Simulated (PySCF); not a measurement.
Species: `[SiH3]O[C@@H]1C=CC[SiH2]1`. The columns A, B, C and D hold Mulliken, IAO, Hirshfeld and ESP-fitted charges (e) of one PBE0/pcSseg-1 density (PySCF), in a shuffled order. Coordinates in Å (GFN2-xTB); the density's dipole moment is (-0.96, -0.31, -0.76) D.

```
atom       x       y       z       A       B       C       D
 Si1   2.944  -0.101   0.240  +0.560  +0.373  +0.700  +0.873
  O2   1.438   0.392   0.528  -0.473  -0.227  -0.622  -0.645
  C3   0.298   0.344  -0.305  +0.397  -0.037  -0.160  -0.173
  C4  -0.681   1.400   0.125  -0.454  -0.061  -0.084  -0.163
  C5  -1.920   1.043   0.416  -0.060  -0.040  -0.160  -0.136
  C6  -2.315  -0.400   0.305  -0.172  -0.161  -0.498  -0.548
 Si7  -0.695  -1.300  -0.154  +0.299  +0.343  +0.710  +0.732
  H8   2.999  -1.539  -0.055  -0.136  -0.087  -0.130  -0.163
  H9   3.532   0.602  -0.907  -0.128  -0.087  -0.129  -0.161
 H10   3.555   0.258   1.509  -0.101  -0.076  -0.114  -0.129
 H11   0.614   0.550  -1.338  -0.003  +0.031  +0.132  +0.128
 H12  -0.324   2.417   0.203  +0.197  +0.047  +0.099  +0.153
 H13  -2.669   1.757   0.728  +0.112  +0.048  +0.100  +0.150
 H14  -3.092  -0.513  -0.453  +0.068  +0.042  +0.156  +0.157
 H15  -2.758  -0.738   1.244  +0.075  +0.042  +0.153  +0.155
 H16  -0.168  -2.145   0.916  -0.069  -0.070  -0.069  -0.110
 H17  -0.765  -2.015  -1.432  -0.112  -0.078  -0.085  -0.122
```

Question: Which column most likely holds the ESP-fitted charges?

Answer: A. Σ q r misses the density's dipole by 0.02 D (A), 0.54 D (B), 2.06 D (D), 3.16 D (C). Charges fitted to the outside potential are the only set here that is tied to the molecule's multipoles.

Question: And the Hirshfeld charges?

Answer: B. The mean sizes are 0.109 e (B), 0.201 e (A), 0.241 e (C), 0.276 e (D), and Hirshfeld charges are commonly the smallest of these schemes.

As computed, A = ESP-fitted, B = Hirshfeld, C = Mulliken, D = IAO. Hydrogens on carbon: ESP-fitted 0.00 to +0.20, Hirshfeld +0.03 to +0.05, Mulliken +0.10 to +0.16, IAO +0.13 to +0.16 e.

The Hirshfeld scheme weights the molecular density at each point by an atom's share of the summed free-atom densities. The Mulliken scheme counts on each atom the diagonal of the density matrix times the overlap matrix over that atom's basis functions.

The structure is a single GFN2-xTB conformer in the gas phase; no vibrational or solvent corrections.

These values come from a run that also computed NMR shieldings. Time: 42 s wall; peak memory 0.88 GiB. Hardware: one thread of an Intel Xeon Platinum 8259CL at 2.50 GHz (shared host).
